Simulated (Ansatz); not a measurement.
Reactions of CH6FNSi2, SMILES `F[SiH]1NC1[SiH3]`.

Isolated molecules relaxed with PBE0-D4/def2-TZVP in Ansatz; ΔE leaves out vibrations. CCSD(T)/CBS adds triple-zeta CCSD(T) − MP2 to the extrapolated MP2 energy (def2 sets, frozen cores). This one scheme is used for every species. Each species was taken in one conformer, which may not be the lowest.

**Question.** Order these by ΔE at CCSD(T)/CBS, lowest first. (An estimate is asked.)
A. `F[Si@H]1N[C@@H]1[SiH3]` + `O[Si](O)(F)Cl` → `O[Si](F)(Cl)O[SiH3]` + `F[SiH]1CN1`
B. `F[Si@H]1N[C@@H]1[SiH3]` + `BN` → `BN[SiH3]` + `F[SiH]1CN1`
C. `F[Si@H]1N[C@@H]1[SiH3]` + `BOCC` → `BOC(C)[SiH3]` + `F[SiH]1CN1`
D. `F[Si@H]1N[C@@H]1[SiH3]` + `CO[CH2][AlH2]` → `[SiH3]C1N[SiH2]1` + `CO[CH2][AlH][F]`
E. `F[Si@H]1N[C@@H]1[SiH3]` + `CBF` → `FBC[SiH3]` + `F[SiH]1CN1`
F. `F[Si@H]1N[C@@H]1[SiH3]` + `OBOCF` → `FCOBO[SiH3]` + `F[SiH]1CN1`

**Answer.** A (-1.01 eV), F (-0.83 eV), D (-0.54 eV), B (-0.33 eV), E (-0.01 eV), C (+0.29 eV).

Largest T1 diagnostic: 0.013, for `BOC(C)[SiH3]`.
